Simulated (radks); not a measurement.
Values are calculated unless marked as measured or tabulated.
Effect of the nuclear size on neutral molybdenum, [Kr] 4d5 5s1. Level of theory: Dirac Kohn-Sham, LDA (Slater exchange, Perdew-Wang correlation), spin-unpolarised, spherical densities, finite nucleus; open shells are shared between the two j in proportion to 2j + 1; Fermi nuclear charge, rms radius 4.4091 fm (a radial shooting solver on a logarithmic mesh with Libxc functionals). The rms radius is varied about that value; shifts are against it.

rms radius (fm),total energy shift (eV),density at nucleus (e/bohr^3),1s1/2 shift (meV),2s1/2 shift (meV),4p1/2 shift (meV),5s1/2 shift (meV)
3.7433,-0.414,9.208e+04,-175,-18.7,0.046,-0.039
4.0784,-0.213,9.123e+04,-90.2,-9.64,0.024,-0.020
4.4091,0,9.046e+04,0.000,0.000,0.000,0.000
4.6207,0.144,9.001e+04,61.0,6.52,-0.016,0.013
5.2821,0.634,8.871e+04,268,28.7,-0.071,0.059

Slopes of the eigenvalues against <r^2> in GHz/fm^2, as finite differences over the two radii next to the reference (eigenvalue slopes, not the field-shift constants of lines): 1s1/2 7750, 2s1/2 829, 4p1/2 -2.05, 5s1/2 1.71.
